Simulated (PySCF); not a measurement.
**Levels of Tl⁷⁶⁺ from EOM-EA-GCCSD**

Reference: closed-shell Tl⁷⁷⁺, [He] 2s2; one electron is added. Calculated with PySCF 2.14, two-component X2C-1e with screened spin-orbit coupling, an even-tempered Gaussian basis (16 s from 17 bohr⁻², ratio 2.6; 14 p from 22 bohr⁻², ratio 2.6; 7 d from 22 bohr⁻², ratio 2.8; 4 f from 420 bohr⁻², ratio 2.8); frozen nothing; the 32 highest virtual spinors dropped; of the others 54 kept and the rest restored at second order. No Breit or QED terms. Binding energies in eV.

| level | Koopmans |
| --- | --- |
| 2p1/2 | 23281.8 |
| 2p3/2 | 21043.3 |

(1) How does correlation move these levels?

For comparison, the ionisation energy of Tl⁷⁶⁺ is 23250 ± 110 eV (theoretical estimate listed by NIST; NIST Atomic Spectra Database, ionization energies).

Only part of the computed levels is shown.

Results:

(1) 2p1/2: second order 23280.3, EOM-CCSD 23275.9; 2p3/2: second order 21044.5, EOM-CCSD 21044.5.
